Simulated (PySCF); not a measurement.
SMILES CCc1cccc(C=O)c1 at its GFN2-xTB optimised geometry (Å):

```
20

C     -2.3115    -2.3110     1.5015
C     -2.0193    -1.9250     0.0499
C     -1.2513    -0.6361     0.0000
C     -1.9162     0.5865     0.0039
C     -1.2148     1.7814     0.0044
C      0.1666     1.7748     0.0028
C      0.8510     0.5601     0.0000
C      2.3169     0.5301    -0.0028
O      2.9970    -0.4647    -0.0071
C      0.1338    -0.6361     0.0000
H     -2.9018    -1.5381     1.9887
H     -2.8634    -3.2467     1.5418
H     -1.3827    -2.4309     2.0543
H     -2.9614    -1.8174    -0.4915
H     -1.4395    -2.7189    -0.4238
H     -2.9970     0.6015     0.0035
H     -1.7512     2.7189     0.0055
H      0.7202     2.7027     0.0025
H      2.7824     1.5373    -0.0002
H      0.6870    -1.5642    -0.0028
```

Level of theory: CAM-B3LYP/def2-SVP (PySCF 2.14.0). Cells within 0.4 Å of a nucleus heavier than hydrogen are left out (blank, or x).

Map of the electrostatic potential (hartree/e), clipped to [-0.08, 0.12] on the plane z = 0.0 Å:

```
|44444444444444444444444444444|
|44444444444444444444444444444|
|44444444444444445444444444444|
|44444445555555555555444444444|
|44444455787555567765544444444|
|44444457999766799975544444443|
|44444559999988999996555544443|
|44444558999999999996666654443|
|44444557999x99999987799964433|
|4445556799xx99xx9998999974433|
|44556789999x99xx9999999974333|
|44569999999999999999999964333|
|44579999xx999999xx99xx9953222|
|44579999xx999999xx99xx9952112|
|44568999999999999999999991012|
|4455667999xx99xx999999xx92001|
|4445566999xx99xx997689xx91001|
|44455689999999999963289960011|
|44456999999999999973101100011|
|44457999xx9988999973100000112|
|44457999xx9976799953211111122|
|44445799999975566543222112222|
|44444569999975444443322222222|
|44444455689865444433332222222|
|44444444556554444433333333333|
|44444444444444444333333333333|
|44444444444444444333333333333|
|44444444444444443333333333333|
|44444444444444443333333333333|
```
Scale: ten equal steps from -0.078 (start of '0') to 0.120 (end of '9'), in the order '0123456789'; x runs from -5.00 to 5.00, y from -5.00 (bottom) to 5.00 (top).
